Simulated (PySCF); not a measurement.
Precursor series Cd F-Br. All species are isolated molecules in the gas phase.

Quantity: redistribution energy (mixed species minus the weighted end members), in eV.

Case: 1 of 2 F replaced by Br: [Cd(F)(Br)]. The other species in the difference include [Cd(F)2] (neutral, multiplicity 1). Geometry of [Cd(F)(Br)] (neutral, multiplicity 1, Å):

```xyz
3

Cd    -0.0047    -0.0377    -0.0329
F     -0.0979     1.5040     1.1405
Br     0.1086    -1.9488    -1.4886
```

Estimate the redistribution energy (mixed species minus the weighted end members) that TPSSh-D3(BJ)/def2-TZVP // BP86-D3(BJ)/def2-SVP (PySCF) returns for this input.

-0.012 eV.
